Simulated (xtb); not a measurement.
CF₃, SMILES F[C](F)F (connectivity only; charge and spin as stated), charge +1, multiplicity 1. All values are semi-empirical tight-binding results from xtb (GFN2-xTB unless named), good for trends rather than for accurate numbers. Geometry: GFN2-xTB. The multiplicity is an assumed one; other spin states were not compared. The isomer is the one that the SMILES or the coordinates give; other isomers of the formula were not compared.

Optimised geometry:

Bond lengths (Å): F1–C2 1.237, C2–F3 1.237, C2–F4 1.237. Angles (°): F1–C2–F3 120.0, F1–C2–F4 120.0, F3–C2–F4 120.0.
Charge +1, spin multiplicity 1.

The point group as xtb finds it comes out as D3h and the orbital gap comes out as 5.96 eV. The zero-point energy comes out as 8.2 kcal/mol. The G − E(el) at 298.15 K (modified RRHO) comes out as -7.0 kcal/mol and the static polarisability (D4 model) comes out as 17.1 bohr³. The solvation energy, GFN2-xTB/ALPB(water) is -69.7 kcal/mol and the solvation energy, GFN2-xTB/ALPB(dmf) is -56.9 kcal/mol.

Q: Give the IR lines (harmonic; lines under 4 % of the strongest left out, lines within 3 cm⁻¹ merged). (An estimate is asked for; the answer gives what the named calculation found.)

A: ν (cm⁻¹): 495 (w), 624 (w), 1563 (vs) (against the strongest line: vs over 80 %, s over 45 %, m over 15 %, w over 4 %, vw less)

Computed atomic charges and the Wiberg bond orders between heavy atoms:
charges (e) F1 0.12, C2 0.63, F3 0.12, F4 0.12. Bond orders F1–C2 1.30, C2–F3 1.30, C2–F4 1.30.
